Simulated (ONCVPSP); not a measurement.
## Which change was made? (N, ONCV)

ONCVPSP 4.0.1 input, shortened (lines: element, Z, core and valence counts, functional; n l f; lmax; l rc ep ncon nbas qcut; lloc lpopt rc5 dvloc0; l nproj debl; icmod fcfact rcfact), PBEsol, scalar-relativistic:

```
  N 7.00    1    2  -116133      upf
    1    0    2.00
    2    0    2.00
    2    1    2.00
    1
    0    0.80    0.00    4    7   10.60
    1    2.20    0.00    4    7    7.80
    4    5    0.65   -1.00
    0    2    1.00
    1    1    0.40
    2    0.65    0.80
```

In the s channel the program set the typed energies aside and used -1.187, 0.250 Ha.

Cutoffs, loose and tight: the cutoffs (Ha) at which the residual kinetic energy of the hardest occupied pseudo-wave falls to 1 and 0.1 mHa per electron. They do not see the model core or the augmentation charge, which bear on the density cutoff. Test errors are all-electron minus pseudo excitation energies from the reference, over the configurations 2s2 2p3; 2s2 2p1; 2s2 2p0; 2s0 2p5; variants that change the core or the reference have their own tests.

The base gives: outcome: generated, projector energies reset by the program; cutoff, loose: 31 Ha; cutoff, tight: 40 Ha; bound ghosts: s; GHOST(+) flags above zero: none; largest test error (meV): +1200.

(1) After one change the result is: outcome: generated, projector energies reset by the program; cutoff, loose: 31 Ha; cutoff, tight: 40 Ha; bound ghosts: s; GHOST(+) flags above zero: none; largest test error (meV): +1864. Which change was it?
A. p: rc 3.14
B. p: rc 2.58
C. p: rc 1.52

Answers

(1) B. The others give: p: rc 1.52 → outcome: generated, projector energies reset by the program; cutoff, loose: 31 Ha; cutoff, tight: 40 Ha; bound ghosts: s; GHOST(+) flags above zero: none; largest test error (meV): +444 | p: rc 3.14 → outcome: generated, projector energies reset by the program; cutoff, loose: 31 Ha; cutoff, tight: 40 Ha; bound ghosts: s; GHOST(+) flags above zero: none; largest test error (meV): +3238.
